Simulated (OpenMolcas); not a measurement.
MoCl2O2 (molybdenum dichloride dioxide): a line through the functionals

MoCl2O2 has 5 atoms, charge 0, and is taken as a singlet. As SMILES, `O=[Mo](=O)(Cl)Cl`. The shape is that of a PBE0-D4/def2-TZVP optimisation.

The HOMO–LUMO gap y, in eV, basis def2-SVP with a core potential; a is the functional's share of exact exchange. Programs: OpenMolcas 26.06.

```
functional     program     a  y (eV)
    r2SCAN  OpenMolcas     0    4.31
    revPBE  OpenMolcas     0    3.96
     B3LYP  OpenMolcas   0.2    5.71
      PBE0  OpenMolcas  0.25       ?
     BHLYP  OpenMolcas   0.5    8.24
```

Fit y = c + s·a to the known rows and predict PBE0.


1. Means of the 4 rows: a = 0.1750, y = 5.555.
2. Σ(Δa)² = 0.1675, Σ(Δa·Δy) = 1.3735, so the slope is 1.3735/0.1675 = 8.2.
3. Intercept: 5.555 − (8.2) × 0.1750 = 4.120. The largest residual of the fit is 0.19.
4. PBE0: 4.120 + (8.2) × 0.25 = 6.17 eV.

The run gave 6.20 eV, so the prediction is off by -0.03 eV, within the scatter of the fit. Exact exchange lowers occupied levels and raises empty ones. The rows mix families of semi-local functionals, which the line can't see.
